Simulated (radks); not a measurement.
Values are calculated unless marked as measured or tabulated.
Problem. Ionisation of the zirconium ion Zr2+, [Kr] 4d2, to Zr3+, [Kr] 4d1, under several functionals. Non-relativistic Kohn-Sham, spin-polarised, spherical densities, point nucleus; open shells are filled with parallel spins first (spin-orbit coupling, left out, can overturn this in heavy ions); a radial shooting solver on a logarithmic mesh with Libxc functionals. Known Delta-SCF values: XLYP 23.363 eV; B86b exchange with PBE correlation 23.513 eV; exchange-only B88 22.579 eV. What does SCAN give, and what is its highest occupied eigenvalue?

Solution. 23.256 eV by Delta-SCF; the 4d eigenvalue is -18.059 eV. NIST: 23.170 eV (semi-empirical).

Beside tabulated values, note that relativity, absent from the non-relativistic runs, is large for the heavy elements.
